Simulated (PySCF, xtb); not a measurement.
C2H7FO2Si, SMILES C[C@@H](O)[Si@H](F)O. One conformer was computed; it need not be the lowest.

Harmonic wavenumbers (cm⁻¹) from GFN2-xTB in xtb 6.7.1 at its own minimum, in rising order: 44, 109, 184, 201, 224, 273, 297, 312, 342, 429, 669, 672, 679, 759, 819, 936, 941, 1015, 1056, 1116, 1244, 1271, 1315, 1400, 1477, 1502, 2381, 2828, 3032, 3049, 3050, 3570, 3643.

Q: What does PBE-D3(BJ)/def2-SVP (PySCF 2.14.0) give at its own minimum? (The exact figures need the calculation; the answer reports its results.)

A: 60, 114, 189, 227, 249, 271, 322, 340, 414, 441, 657, 728, 782, 814, 854, 896, 935, 971, 1040, 1085, 1220, 1256, 1316, 1353, 1402, 1430, 2181, 2884, 2969, 3056, 3072, 3678, 3768. Paired by order, the mean absolute difference is 43 cm⁻¹ and the zero-point energies are 58.4 and 58.6 kcal/mol.
